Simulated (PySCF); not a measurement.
**arsine: calculation against experiment**

**Experimental background.**

From NIST CCCBDB Release 22 (SRD 101), experimental dipoles, for the gas: dipole moment (microwave Stark effect) 0.2 D.

The results are set against them at the end.

Compound: arsine, AsH3.
Atom-mapped SMILES: `[AsH3:1]` (hydrogens: H2, H3, H4 on As1)

Cartesian coordinates in Å at the PBE0-D3(BJ)/def2-SVP level; atoms count from 1:
```xyz
4
AsH3 angstrom
As     0.0485   -0.0297    0.6482
H     -0.1409    1.2436   -0.1695
H     -0.9660   -0.7894   -0.2000
H      1.2069   -0.4869   -0.2320
```

Runs made with PySCF (gas phase, on this PBE0-D3(BJ)/def2-SVP geometry; no spin–orbit coupling):

| level | job | basis functions | wall time |
| --- | --- | --- | --- |
| PBE0-D3(BJ)/def2-SVP, grid level 1 | geometry optimisation from a GFN2-xTB start shaken at random | 47 | 2.5 s |

Hardware: an Arm Neoverse V1 with one thread, shared host.

**Comparison with experiment**

**Dipole moment.** Measured: 0.2 D (NIST CCCBDB Release 22 (SRD 101), experimental dipoles).

```json
{"level": "PBE0-D3(BJ)/def2-SVP", "computed (D)": "0.50", "computed − measured (D)": "+0.30"}
```

The computed dipoles belong to one fixed geometry; measured ones are averaged over vibrations unless marked μe. Magnitudes are compared, not signs.

No measured geometry was used, and the causes of the misses weren't examined.
